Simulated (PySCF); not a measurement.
A GIAO shielding run with PySCF 2.14 (density fitting, non-relativistic, gas phase) on SMILES C1CP(C2CC2)CCS1, C₇H₁₃PS:

```
{"job": {"kind": "nmr", "xc": "PBE0", "basis": "pcSseg-1"}, "charge": 0, "multiplicity": 1}
C     -2.241147     1.388435    -0.196945
C     -0.767104     1.398640     0.168621
P      0.125626    -0.019328    -0.648935
C      1.643189     0.007131     0.377904
C      2.837437    -0.758386    -0.117157
C      2.842454     0.732523    -0.163268
C     -0.774240    -1.381935     0.251075
C     -2.248183    -1.386090    -0.114709
S     -3.137835     0.026308     0.613934
H     -2.740506     2.295133     0.146063
H     -2.382341     1.289152    -1.275223
H     -0.310200     2.327487    -0.186403
H     -0.647297     1.347050     1.255138
H      1.480531     0.040982     1.451683
H      2.744060    -1.293155    -1.051409
H      3.460276    -1.258180     0.609681
H      3.469359     1.271517     0.531189
H      2.753058     1.209110    -1.128886
H     -0.322016    -2.332579    -0.047684
H     -0.654225    -1.266094     1.332631
H     -2.389266    -1.349915    -1.196931
H     -2.752041    -2.268421     0.281229
```

Hardware: 1 thread of an Arm Neoverse V2, shared host. The job also computes population analyses, field gradients, ring-centre shieldings.

Q: How large is the calculation?

A: 86 electrons, 232 basis functions and 1245 auxiliary functions.

Q: How long does it take?

A: 46 s of wall time, with 13 SCF cycles and 5 response iterations. Times on a shared host scatter by some tens of per cent.
